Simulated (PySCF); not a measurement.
From one molecule to another.

First species: C6H12OP2.
InChI=1S/C6H12OP2/c1-3-5-8-9-6-4-7-2/h3H,1,4-6H2,2H3

Second species: C5H11ClSSi.
Numbering: `[CH3:1][S:2][Si@@H:3]([Cl:4])[CH2:5][CH:6]1[CH2:7][CH2:8]1` (hydrogens: H9, H10, H11 on C1; H12 on Si3; H13, H14 on C5; H15 on C6; H16, H17 on C7; H18, H19 on C8)

Cartesian coordinates in Å at the GFN2-xTB level; atoms count from 1:
```
atom  x, y, z in Å
C1     4.0339    0.0184   -0.5617
S2     2.5389    0.2561   -1.5716
Si3    1.0271   -0.0802   -0.0793
Cl4    1.4699    0.9724    1.5940
C5    -0.6310    0.4959   -0.7937
C6    -1.7409    0.3795    0.2224
C7    -3.1583    0.2004   -0.2292
C8    -2.4277   -0.9350    0.4241
H9     4.0102    0.6984    0.2833
H10    4.0861   -1.0110   -0.2225
H11    4.8817    0.2438   -1.1990
H12    1.0523   -1.4931    0.2883
H13   -0.8810   -0.0988   -1.6723
H14   -0.5545    1.5331   -1.1311
H15   -1.5856    0.9869    1.1059
H16   -3.3484    0.1374   -1.2899
H17   -3.9438    0.6936    0.3230
H18   -2.1231   -1.7634   -0.1976
H19   -2.7156   -1.2250    1.4229
```

Levels: PBE0/pcSseg-1 for HOMO energy, LUMO energy and HOMO–LUMO gap. Geometries: GFN2-xTB. Each species is one conformer at its optimised geometry, gas phase, non-relativistic unless stated; the electronic structure was computed with PySCF and density fitting.

The conformers computed, where there is a choice (atom-mapped SMILES and torsion angles):
- `[CH3:1][S:2][Si@@H:3]([Cl:4])[CH2:5][CH:6]1[CH2:7][CH2:8]1`: C1–S2–Si3–Cl4 47°, S2–Si3–C5–C6 -176°, Si3–C5–C6–C7 -154°

The conformers of `C=CC/P=P/CCOC` aren't listed.

```json
{"property": "HOMO energy", "column X": "-6.98 eV", "column Y": "-6.73 eV"}
{"property": "LUMO energy", "column X": "0.21 eV", "column Y": "-2.21 eV"}
{"property": "HOMO–LUMO gap", "column X": "7.19 eV", "column Y": "4.52 eV"}
```

Problem. Which column belongs to which species?

Solution. Column X is the second species and column Y the first. The first has 21 atoms and 86 electrons, the second 19 and 88.

Problem. How does each property change from the first species to the second?

Solution. HOMO energy -0.25 eV; LUMO energy +2.42 eV; HOMO–LUMO gap +2.67 eV.

